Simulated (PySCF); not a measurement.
# Level sweep

Species: borazine, B₃H₆N₃.
Atom-mapped SMILES: `[BH:1]1[NH:2][BH:3][NH:4][BH:5][NH:6]1` (hydrogens: H7 on B1; H8 on N2; H9 on B3; H10 on N4; H11 on B5; H12 on N6)

Structure used (PBE0-D3(BJ)/def2-SVP), in Å, numbered top down from 1:
```xyz
12
B3H6N3 angstrom
B      0.9904   -1.0500   -0.0865
N      1.3563    0.2901    0.2392
B      0.4023    1.3477    0.3258
N     -0.9644    1.0222    0.0764
B     -1.3925   -0.2988   -0.2510
N     -0.3917   -1.3129   -0.3240
H      1.8191   -1.9282   -0.1591
H      2.3306    0.4996    0.4102
H      0.7393    2.4768    0.5992
H     -1.6566    1.7571    0.1329
H     -2.5576   -0.5491   -0.4587
H     -0.6728   -2.2560   -0.5566
```

PySCF, dipoles from the SCF density, polarisabilities from static response with core orbitals frozen. Geometry: PBE0-D3(BJ)/def2-SVP; no solvent, vibrations or thermal averaging.

Task: Compare the levels for these properties.

Result: 

```csv
level,α (Å³),error (%),anisotropy (Å³)
CAM-B3LYP/def2-SVPD,9.03,+12.8,4.01
wB97X-D/def2-SVPD,9.02,+12.8,3.93
LC-wPBE/def2-SVPD,8.81,+10.1,3.88
PBE0/6-31G*,7.46,-6.7,5.06
PBE0/def2-SVP,7.89,-1.3,4.48
PBE0/6-31+G*,8.54,+6.8,4.15
PBE0/aug-cc-pVDZ,9.28,+16.0,4.10
PBE0/def2-TZVP,8.85,+10.6,4.14
PBE0/def2-TZVPD,9.23,+15.4,4.10
```

Reference polarisability: 8.000 Å³ (measured, gas; NIST CCCBDB Release 22 (SRD 101), experimental polarizabilities). The anisotropy is √(½[(α1 − α2)² + (α2 − α3)² + (α3 − α1)²]). For the polarisability, the smallest error is 1.3% (PBE0/def2-SVP) and the largest 16.0% (PBE0/aug-cc-pVDZ). The dipole stays under 0.05 D at every level. With PBE0 the polarisability is 8.07 Å³ without diffuse functions (mean of 6-31G*, def2-SVP and def2-TZVP) and 9.02 Å³ with them (mean of 6-31+G*, aug-cc-pVDZ and def2-TZVPD). Measured values can belong to vibrating molecules; the computed ones are for one fixed geometry.
